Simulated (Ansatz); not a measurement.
Ansatz (a program for electronic structure) input for 1,1-dimethylcyclopropane (C₅H₁₀), SMILES C1C(C1)(C)C, PBE/def2-TZVPD. Coordinates come from a PBE0-D3(BJ)/def2-SVP optimisation.

Ansatz 0.2 input:
```yaml
crystal:
  periodic: [false, false, false]
  atoms:
    - {symbol: C, position_ang: [0.00000000, 1.26962147, -0.96755093]}
    - {symbol: C, position_ang: [0.00000000, 0.00000000, -0.15001977]}
    - {symbol: C, position_ang: [0.00000000, -1.26962146, -0.96755095]}
    - {symbol: C, position_ang: [-0.75170353, -0.00000001, 1.15199059]}
    - {symbol: C, position_ang: [0.75170353, -0.00000001, 1.15199059]}
    - {symbol: H, position_ang: [-0.89020603, 1.32242017, -1.61586882]}
    - {symbol: H, position_ang: [0.00000000, 2.16289849, -0.32473183]}
    - {symbol: H, position_ang: [0.89020603, 1.32242017, -1.61586882]}
    - {symbol: H, position_ang: [0.00000000, -2.16289849, -0.32473186]}
    - {symbol: H, position_ang: [-0.89020603, -1.32242015, -1.61586884]}
    - {symbol: H, position_ang: [0.89020603, -1.32242015, -1.61586884]}
    - {symbol: H, position_ang: [-1.26722175, -0.91766197, 1.44994543]}
    - {symbol: H, position_ang: [-1.26722175, 0.91766195, 1.44994544]}
    - {symbol: H, position_ang: [1.26722175, -0.91766197, 1.44994543]}
    - {symbol: H, position_ang: [1.26722175, 0.91766195, 1.44994544]}
basis:
  gaussian:
    orbitals: def2-TZVPD
hamiltonian:
  xc: {name: PBE}
```

Log of the run:

```
WARN ansatz: RAYON_NUM_THREADS=2 ignored (pool sized by the plan → 2); use --threads N
Functional definition: PBE
integrals: 0.19 GiB planned
1380 factors; their error is unknown
mean field: 1.73 GiB planned
mean field evaluation 1: about -5322.3337 eV, gradient 9.0e1 eV
mean field evaluation 2: about -5259.0023 eV, gradient 1.8e2 eV
mean field evaluation 4: about -5341.4552 eV, gradient 1.7e1 eV
mean field evaluation 8: about -5342.0712 eV, gradient 2.0e-1 eV
mean field evaluation 16: about -5342.0000 eV, gradient 2.9e-4 eV
mean field -5342.00000160 eV, -196.3148791211 hartree, gradient 4.9e-5 eV, S^2 0.000000; 0 other end points of the search recorded, 0 dependent functions left out
reference -5342.00005293 eV, -196.3148810074 hartree; 20, 20 occupied and 255, 255 virtual orbitals, 1380 factors
Total energy: -5342.00005293 eV, -196.3148810074 hartree
```

The run converged.

Cost: roughly 10 core-seconds.
